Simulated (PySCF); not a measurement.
## Two-dimensional NMR puzzle

Compound of formula C4H9NOSi. Correlations simulated from computed shifts and the bond graph:

HSQC (one-bond C–H):
```tsv
δH	δC
6.85	144.7
6.66	144.7
2.40	27.1
```

COSY cross peaks (H two or three bonds apart, from the bond graph; peaks can be absent where the dihedral angle is near 90°):
```tsv
δH	δH
6.85	6.66
```

HMBC (two and three bonds, from the bond graph):
```tsv
δH	δC
6.85	208.4, 158.3
6.66	208.4, 158.3
5.04	208.4, 158.3, 144.7
2.40	208.4, 158.3
```

Carbons without hydrogens: δ 208.4, 158.3.

PySCF calculation with GFN2-xTB structure and NMR shieldings at PBE0/pcSseg-1/GIAO; no solvent model, one conformer, equivalent nuclei averaged, no relativistic terms.

Shifts are taken against calculated references (same method and geometry level): ¹H (31.72 ppm), ¹³C (186.93 ppm) vs TMS.

Exchangeable hydrogens are left out of these lists.

Assemble the structure.

Results:

`InChI=1S/C4H9NOSi/c1-3(6)4(2)7-5/h2,5,7H2,1H3`.

Numbering as in the mapped SMILES `[CH2:1]=[C:2]([SiH2:3][NH2:4])[C:5]([CH3:6])=[O:7]`. Hydrogens are named by the atom that carries them. Ha(C1) is cis to Si3; Hb(C1) is trans to Si3.

- δC 208.4 is C5, a ketone carbonyl carbon.
- δC 158.3 is C2, an α carbon of a C=C–C=O unit.
- δC 144.7 is C1, a β carbon of a C=C–C=O unit (δH 6.66, 6.85).
- δC 27.1 is C6, a methyl carbon α to a carbonyl (δH 2.40).
- HMBC from δH 6.85 reaches the proton-free carbons C5, C2.
- HMBC from δH 6.66 reaches the proton-free carbons C5, C2.
- HMBC from δH 5.04 reaches the proton-free carbons C5, C2.
- HMBC from δH 2.40 reaches the proton-free carbons C5, C2.
- COSY links 6.85–6.66.

The data come from this structure; uniqueness wasn't tested.

OH/NH shifts are gas-phase values; hydrogen bonding in solution moves them, usually downfield. Shifts are as computed. Against solution values, carbons near 30 ppm lie about +3 ppm off and those near 130 ppm about +5 ppm. Of 1309 compounds with measured shifts, 239 miss one by over three times the rms of a fit or turn the order of signals round; such compounds aren't used in these exercises.
